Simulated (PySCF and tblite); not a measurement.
C₈H₁₁NO, numbered as in [CH3:1][O:2][C@H:3]1[C@H:4]2[CH2:5][CH2:6][C@:7]1([C:8]#[N:9])[CH2:10]2. Search: ETKDG and KDG, MMFF94s, GFN2-xTB, 60 starts; geometries at GFN2-xTB. Energies: PBE0-D3(BJ)/def2-SVP, with GFN2-xTB thermal terms (modes under about 100 cm⁻¹ blended into free rotors). Symmetry numbers and mirror images are counted. Conformers within 2.5 kcal/mol (GFN2-xTB free energy) were kept, 6 at most. GIAO shieldings: WP04/6-31G*. Shifts are against NH3 (¹⁵N) at the same level. Run with PySCF (density fitting) and tblite.

Torsions listed: C1–O2–C3–C4. The 4-ring runs over atoms 3–4–10–7. The 5-ring runs over atoms 3–4–5–6–7.

Two conformers hold nearly all the population. I: 4-ring puckered (ring torsions -35, 35, -34, 35°); 5-ring envelope (ring torsions 44, 0, -44, 67, -67°); 82°; δ(N9) = 241.16 ppm. II: 4-ring puckered (ring torsions -35, 35, -35, 35°); 5-ring envelope (ring torsions 45, 0, -44, 67, -67°); -177°; δ(N9) = 241.74 ppm. The average over the ensemble at 298.15 K is 241.67 ppm.

What populations and free-energy difference follow from a two-state model?

p(I) = (241.67 − 241.74)/(241.16 − 241.74) = 0.12, so K = p(II)/p(I) = 7.29 and G(II) − G(I) = −RT ln K = -1.18 kcal/mol. The weights computed directly are 12.7 % and 87.3 %.

Unscaled ¹⁵N shifts at such levels can be off by tens of ppm; differences between conformers or isomers are more reliable.


¹⁵N shifts are against a computed isolated NH3 molecule, about 20 ppm from the liquid.